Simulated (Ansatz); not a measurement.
An input meant for B8P8 (charge 0, singlet).

A further run on B₈P₈ (relaxed from a model of (BP)8 cage of four- and six-membered rings, whose bonding it doesn't keep).

```yaml
crystal:
  periodic: [false, false, false]
  atoms:
    - {symbol: B, position_ang: [-1.098833, -0.025084, 2.140066]}
    - {symbol: P, position_ang: [-0.112529, -1.817250, 2.578455]}
    - {symbol: B, position_ang: [1.220798, -0.236906, 2.033374]}
    - {symbol: P, position_ang: [0.300633, 1.559713, 2.704693]}
    - {symbol: B, position_ang: [-0.470389, 1.734206, 0.708911]}
    - {symbol: P, position_ang: [-2.191150, 0.741979, 0.591614]}
    - {symbol: B, position_ang: [-1.610093, -0.568859, -0.754162]}
    - {symbol: P, position_ang: [-0.855161, -2.119835, -0.763633]}
    - {symbol: B, position_ang: [0.705748, -1.692946, 0.778157]}
    - {symbol: P, position_ang: [1.991842, -0.659334, 0.868482]}
    - {symbol: B, position_ang: [1.705717, 0.417160, -0.759812]}
    - {symbol: P, position_ang: [0.705215, 2.114923, -0.580012]}
    - {symbol: P, position_ang: [-1.597423, 0.152696, -2.621218]}
    - {symbol: B, position_ang: [-0.039346, -0.986390, -1.892515]}
    - {symbol: P, position_ang: [1.647383, -0.087198, -2.724969]}
    - {symbol: B, position_ang: [-0.001515, 1.031405, -2.067634]}
basis:
  gaussian: {orbitals: 6-31G, nuclear_model: gaussian}
hamiltonian: {xc: {name: HF}}
correlation: {electrons: all}
scf: {lower_state_search: off}
relax: {f_tol: 0.001, max_steps: 2}
```

```sh
$ ansatz run in.yaml --threads 4 --pin off --events-out ev --progress --plain --max-ram 6963MiB
```

Output, abridged:

```
Error: invalid value for `correlation`: name a method or an active space
```
